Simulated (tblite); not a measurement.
C₅H₄FP.
Cartesian coordinates in Å at the GFN2-xTB level; atoms count from 1:
```xyz
11
C5H4FP angstrom
F      2.7603   -0.8718    0.0130
C      1.4320   -0.5983    0.0034
C      1.0698    0.7305    0.0146
C     -0.2554    1.1325    0.0069
C     -1.3054    0.2278   -0.0111
C     -1.1315   -1.1402   -0.0244
P      0.3815   -1.9869   -0.0220
H      1.8588    1.4696    0.0305
H     -0.4746    2.1898    0.0153
H     -2.3154    0.6161   -0.0144
H     -2.0147   -1.7664   -0.0379
```

Calculated harmonic vibrations of the isolated species, GFN2-xTB (tblite), most abundant isotopes, no scaling. This tight-binding method is rough: wavenumbers can miss measured ones by several per cent, in bad cases by 10 to 20.

Task: How many normal modes are there?

Result: 11 atoms, non-linear: 3N − 6 = 27.

Task: What is the point group of the computed structure, and how do the modes divide by symmetry?

Result: Cs. The vibrations span 19 a′ + 8 a″.

Task: How many distinct wavenumbers does the calculation give?

Result: 27: Cs has no degenerate species.

Task: How many fundamentals are allowed in the infrared by symmetry?

Result: 27 of 27: in Cs every mode is allowed. All fundamentals are allowed in the Raman spectrum.

Task: How large is the harmonic zero-point energy?

Result: ½Σν̃ = 16182 cm⁻¹ = 193.6 kJ/mol (27 modes); those above 1550 cm⁻¹ give 82.7 kJ/mol of it.

Task: What thermal excitation has the softest real mode at 298.15 K?

Result: 167.4 cm⁻¹ is a vibrational temperature θ of 241 K. The population of v = 1 over v = 0 is exp(−θ/T) = 0.45, and the mean quantum number is 0.8.
